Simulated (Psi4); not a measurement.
Intermolecular potential of CH3F ··· BF3 (SMILES CF and FB(F)F). Monomers: optimised at B3LYP-D3(BJ) (def2-TZVP), held rigid. Orientation: a random orientation, not optimised. Only R, the distance of the centres of mass, is varied, so the lowest point isn't the relaxed dimer.

Geometry at R = 4.31 Å (first 5 atoms: monomer A):
```
9

C     -0.0635     0.0064    -0.0198
F      1.2565    -0.1277     0.3924
H     -0.6998     0.0951     0.8616
H     -0.3432    -0.8756    -0.5973
H     -0.1500     0.9018    -0.6368
F     -3.3230    -0.6834     3.9850
B     -2.1583    -0.8206     3.3880
F     -1.2637     0.1409     3.4654
F     -1.8882    -1.9179     2.7138
```

- PBE/def2-TZVP, counterpoise-corrected (Psi4)
- PBE-D3(BJ)/def2-TZVP, counterpoise-corrected (Psi4)
- SAPT0/jun-cc-pVDZ, frozen core (Psi4)

Interaction energies in kJ/mol; the last columns give the difference from SAPT0:

```json
[
 {"R / Å": "3.67", "PBE/def2-TZVP": "12.44", "PBE-D3(BJ)/def2-TZVP": "8.83", "SAPT0/jun-cc-pVDZ": "14.19", "PBE/def2-TZVP − SAPT0/jun-cc-pVDZ": "-1.75", "PBE-D3(BJ)/def2-TZVP − SAPT0/jun-cc-pVDZ": "-5.35"},
 {"R / Å": "3.94", "PBE/def2-TZVP": "4.81", "PBE-D3(BJ)/def2-TZVP": "1.88", "SAPT0/jun-cc-pVDZ": "6.25", "PBE/def2-TZVP − SAPT0/jun-cc-pVDZ": "-1.44", "PBE-D3(BJ)/def2-TZVP − SAPT0/jun-cc-pVDZ": "-4.37"},
 {"R / Å": "4.13", "PBE/def2-TZVP": "2.30", "PBE-D3(BJ)/def2-TZVP": "-0.19", "SAPT0/jun-cc-pVDZ": "3.57", "PBE/def2-TZVP − SAPT0/jun-cc-pVDZ": "-1.27", "PBE-D3(BJ)/def2-TZVP − SAPT0/jun-cc-pVDZ": "-3.76"},
 {"R / Å": "4.31", "PBE/def2-TZVP": "1.06", "PBE-D3(BJ)/def2-TZVP": "-1.06", "SAPT0/jun-cc-pVDZ": "2.15", "PBE/def2-TZVP − SAPT0/jun-cc-pVDZ": "-1.09", "PBE-D3(BJ)/def2-TZVP − SAPT0/jun-cc-pVDZ": "-3.21"},
 {"R / Å": "4.50", "PBE/def2-TZVP": "0.41", "PBE-D3(BJ)/def2-TZVP": "-1.35", "SAPT0/jun-cc-pVDZ": "1.32", "PBE/def2-TZVP − SAPT0/jun-cc-pVDZ": "-0.90", "PBE-D3(BJ)/def2-TZVP − SAPT0/jun-cc-pVDZ": "-2.67"},
 {"R / Å": "4.71", "PBE/def2-TZVP": "0.11", "PBE-D3(BJ)/def2-TZVP": "-1.32", "SAPT0/jun-cc-pVDZ": "0.83", "PBE/def2-TZVP − SAPT0/jun-cc-pVDZ": "-0.72", "PBE-D3(BJ)/def2-TZVP − SAPT0/jun-cc-pVDZ": "-2.15"},
 {"R / Å": "5.02", "PBE/def2-TZVP": "0.00", "PBE-D3(BJ)/def2-TZVP": "-1.02", "SAPT0/jun-cc-pVDZ": "0.51", "PBE/def2-TZVP − SAPT0/jun-cc-pVDZ": "-0.51", "PBE-D3(BJ)/def2-TZVP − SAPT0/jun-cc-pVDZ": "-1.53"},
 {"R / Å": "5.30", "PBE/def2-TZVP": "0.03", "PBE-D3(BJ)/def2-TZVP": "-0.71", "SAPT0/jun-cc-pVDZ": "0.40", "PBE/def2-TZVP − SAPT0/jun-cc-pVDZ": "-0.36", "PBE-D3(BJ)/def2-TZVP − SAPT0/jun-cc-pVDZ": "-1.11"},
 {"R / Å": "5.79", "PBE/def2-TZVP": "0.12", "PBE-D3(BJ)/def2-TZVP": "-0.32", "SAPT0/jun-cc-pVDZ": "0.30", "PBE/def2-TZVP − SAPT0/jun-cc-pVDZ": "-0.18", "PBE-D3(BJ)/def2-TZVP − SAPT0/jun-cc-pVDZ": "-0.61"},
 {"R / Å": "6.53", "PBE/def2-TZVP": "0.15", "PBE-D3(BJ)/def2-TZVP": "-0.05", "SAPT0/jun-cc-pVDZ": "0.21", "PBE/def2-TZVP − SAPT0/jun-cc-pVDZ": "-0.06", "PBE-D3(BJ)/def2-TZVP − SAPT0/jun-cc-pVDZ": "-0.26"},
 {"R / Å": "7.54", "PBE/def2-TZVP": "0.10", "PBE-D3(BJ)/def2-TZVP": "0.02", "SAPT0/jun-cc-pVDZ": "0.13", "PBE/def2-TZVP − SAPT0/jun-cc-pVDZ": "-0.03", "PBE-D3(BJ)/def2-TZVP − SAPT0/jun-cc-pVDZ": "-0.11"},
 {"R / Å": "8.85", "PBE/def2-TZVP": "0.05", "PBE-D3(BJ)/def2-TZVP": "0.03", "SAPT0/jun-cc-pVDZ": "0.07", "PBE/def2-TZVP − SAPT0/jun-cc-pVDZ": "-0.02", "PBE-D3(BJ)/def2-TZVP − SAPT0/jun-cc-pVDZ": "-0.05"}
]
```

PBE/def2-TZVP is furthest from SAPT0/jun-cc-pVDZ at 3.67 (-1.75 kJ/mol, below); its mean absolute difference over the points is 0.69 kJ/mol.

PBE-D3(BJ)/def2-TZVP is furthest from SAPT0/jun-cc-pVDZ at 3.67 (-5.35 kJ/mol, below); its mean absolute difference over the points is 2.10 kJ/mol.
